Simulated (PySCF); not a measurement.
C2H7BOS, SMILES CSB(C)O.

Coordinates come from a PBE-D3(BJ)/def2-SVP optimisation. The values are those of a single conformer.

Two levels are set side by side: PBE/def2-TZVP (PySCF) and M06-2X/def2-TZVP (PySCF). Same geometry, gas phase. Differences are taken from unrounded values.

```csv
quantity,M06-2X,PBE,PBE minus M06-2X
orbital gap (eV),9.20,5.24,-3.96
highest occupied level (eV),-8.11,-5.76,2.35
lowest empty level (eV),1.09,-0.52,-1.61
dipole moment (D),1.85,1.76,-0.09
mean polarisability (bohr³),62.7,65.5,2.9
```

Without exact exchange PBE keeps part of each electron's self-repulsion, which lifts occupied levels and narrows the gap. PBE's more diffuse valence density responds more strongly to a field. Differences between two approximate levels are no errors against the true value.

Rough cost on one machine, each run with all the roots and properties that it gave: M06-2X against PBE about 4 times.
